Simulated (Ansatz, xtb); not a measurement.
**Ranking isomers of C5H5NSSi**

5 gas-phase structures of C5H5NSSi, from a drawn sample of its isomers (lower ones may exist). Each was relaxed with GFN2-xTB; where two conformers were screened, the lower at r2SCAN-D4/def2-SVP is listed:

A. `N#Cc1csc([SiH3])c1`, a singlet
B. `C#Cc1csc([SiH3])n1`, a singlet
C. `N#C[SiH2]c1cccs1`, a singlet
D. `N#CC1=CC=C[SiH2]S1`, a singlet
E. `N#Cc1cscc1[SiH3]`, a singlet

Question: Estimate their order in r2SCAN-D4/def2-SVP energy at these geometries, lowest first.

Answer: Calculated order at r2SCAN-D4/def2-SVP: C (0.0), D (6.3), A (7.0), E (8.0), B (42.7) kcal/mol. Less than 1 kcal/mol parts D and A, so the order within that pair means little.

Energies above the lowest of each column, in kcal/mol; the last columns are at PBE0-D3(BJ)/def2-SVP geometries and were run for some of them only (a dash: not run or not comparable):

```tsv
structure	GFN2-xTB	HF/STO-3G	r2SCAN-D4/def2-SVP	PBE0-D3(BJ)/def2-SVP	CCSD(T)/def2-SVP + ΔMP2/def2-TZVPP
C	12.1	0.0	0.0	0.0	0.0
D	1.1	17.7	6.3	5.0	10.2
A	0.7	10.6	7.0	6.4	10.6
E	0.0	10.8	8.0	7.3	11.4
B	15.5	55.5	42.7	–	–
```

CCSD(T)/def2-SVP + ΔMP2/def2-TZVPP puts C lowest of those it was run on; GFN2-xTB picks E. Flexible structures stand in one conformer each, not always the lowest. Frequencies (GFN2-xTB) were run for A, C, D, E alone. The ΔMP2 step shifts differences by up to 4.0 kcal/mol, which makes them less sure. ΔMP2 is the change of the MP2 energy from the smaller to the larger basis.

Over these structures GFN2-xTB departs from r2SCAN-D4/def2-SVP by 8.6 kcal/mol on average once a common shift is removed. A GFN2-xTB relaxation took about 0.15 s and the r2SCAN-D4/def2-SVP energy about 3.3 s on a shared host (Ansatz 0.2.0, xtb 6.7.1).
